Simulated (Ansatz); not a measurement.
Cost and result up the ladder for PPPAs tetrahedron (AsP3) (4 atoms). The state is a singlet with charge 0. Geometry: r2SCAN-D4/def2-SVP.

```xyz
4

P    -0.4891   -1.1591    0.5381
P     1.3583   -0.1215   -0.1113
P    -0.2668    1.0205    0.8715
As   -0.6024    0.2601   -1.2983
```

Ansatz on 4 threads of Arm Neoverse V1 on a shared host. Times are rough, and most runs start from the orbitals of an earlier one. ωB97M-V/def2-TZVP serves as the yardstick here, not as an exact answer. Differences are given only for rows in sets of like size (and for xTB, whose basis is part of the method), since another set adds its own error. Binding counts from free atoms at the same level (P quartet, As quartet; other spins of the atoms weren't run), without zero-point energy or a counterpoise term.

The 6-31G sets use Cartesian d functions. LC-ωPBE has ω = 0.4 bohr⁻¹. Correlated methods freeze 24 core orbitals; core or outer-core shells of As are correlated, in sets that lack core-valence functions.

Correlated methods converge slowly with the basis.

```
             level  functions  wall time
          HF/6-31G         68      0.4 s
   PBE-D4/def2-SVP         86      0.7 s
  PBE0-D4/def2-SVP         86      1.1 s
  PBE-D4/def2-TZVP        159      1.4 s
 BLYP-D4/def2-TZVP        159      1.4 s
     MP2/def2-TZVP        159      1.8 s
 PBE-D4/def2-TZVPD        183        2 s
 LC-ωPBE/def2-TZVP        159        2 s
 PBE0-D4/def2-TZVP        159      2.4 s
BHLYP-D4/def2-TZVP        159      2.5 s
PBE0-D4/def2-TZVPD        183        3 s
  B2PLYP/def2-TZVP        159      3.9 s
 ωB97M-V/def2-TZVP        159        7 s
CCSD(T)/def2-TZVPP        174       27 s
```

Problem. Estimate what each level gives for the binding energy per atom (eV).

Solution. 
```csv
level,binding energy per atom (eV),difference from ωB97M-V/def2-TZVP (eV)
HF/6-31G,-0.44,–
PBE-D4/def2-SVP,3.14,–
PBE0-D4/def2-SVP,2.92,–
PBE-D4/def2-TZVP,3.28,0.24
BLYP-D4/def2-TZVP,3.11,0.07
MP2/def2-TZVP,2.89,-0.15
PBE-D4/def2-TZVPD,3.28,0.24
LC-ωPBE/def2-TZVP,2.79,-0.24
PBE0-D4/def2-TZVP,3.08,0.04
BHLYP-D4/def2-TZVP,2.76,-0.28
PBE0-D4/def2-TZVPD,3.08,0.04
B2PLYP/def2-TZVP,2.92,-0.12
ωB97M-V/def2-TZVP,3.04,0.00
CCSD(T)/def2-TZVPP,2.72,-0.32
```
